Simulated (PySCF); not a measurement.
# Levels of K(14+) from EOM-EA-GCCSD

Reference: closed-shell K(15+), [He] 2s2; one electron is added. Calculated with PySCF 2.14, two-component X2C-1e with screened spin-orbit coupling, an uncontracted even-tempered set (17 s from 0.66 bohr⁻², ratio 2.6; 11 p from 0.86 bohr⁻², ratio 2.6; 7 d from 0.88 bohr⁻², ratio 2.8; 4 f from 19 bohr⁻², ratio 2.8); frozen nothing; the 28 highest virtual spinors dropped; of the others 50 kept and the rest restored at second order. No Breit or QED terms. Binding energies in eV.

| level | Koopmans | second order | EOM-CCSD |
| --- | --- | --- | --- |
| 2p1/2 | 861.57 | 862.43 | 861.45 |
| 2p3/2 | 857.77 | 858.66 | 857.81 |

For comparison, the ionisation energy of K(14+) is 860.92 ± 0.25 eV (semi-empirical (NIST evaluation); NIST Atomic Spectra Database, ionization energies).

Only part of the computed levels is shown.

The screened spin-orbit operator tends to give fine-structure splittings of light species too large.
